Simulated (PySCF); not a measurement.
C3HClF2, SMILES FC(F)=C=CCl.

The structure is a stationary point at B3LYP-D3(BJ)/def2-SVP.

Two levels are set side by side: PBE/def2-TZVP (PySCF) and PBE0/def2-TZVP (PySCF). Same geometry, gas phase. Differences are taken from unrounded values.

```json
[
 {"quantity": "orbital gap (eV)", "PBE0": "6.69"},
 {"quantity": "highest occupied level (eV)", "PBE0": "-8.00"},
 {"quantity": "lowest empty level (eV)", "PBE0": "-1.30"},
 {"quantity": "dipole moment (D)", "PBE0": "1.18"},
 {"quantity": "mean polarisability (bohr³)", "PBE0": "51.9"}
]
```

**Question.** What does PBE give, and how far is it from PBE0? (Estimate from the structure and the level; the computed values follow.)

**Answer.** 
| quantity | PBE | PBE minus PBE0 |
|---|---|---|
| orbital gap (eV) | 4.44 | -2.26 |
| highest occupied level (eV) | -6.69 | 1.31 |
| lowest empty level (eV) | -2.25 | -0.95 |
| dipole moment (D) | 1.04 | -0.14 |
| mean polarisability (bohr³) | 53.7 | 1.7 |

PBE's occupied levels lie high since its potential decays too fast outside the molecule; exact exchange lowers them and widens the gap. PBE's more diffuse valence density responds more strongly to a field. Differences between two approximate levels are no errors against the true value.

Rough cost on one machine, each run with all the roots and properties that it gave: PBE0 against PBE within a factor of 2.
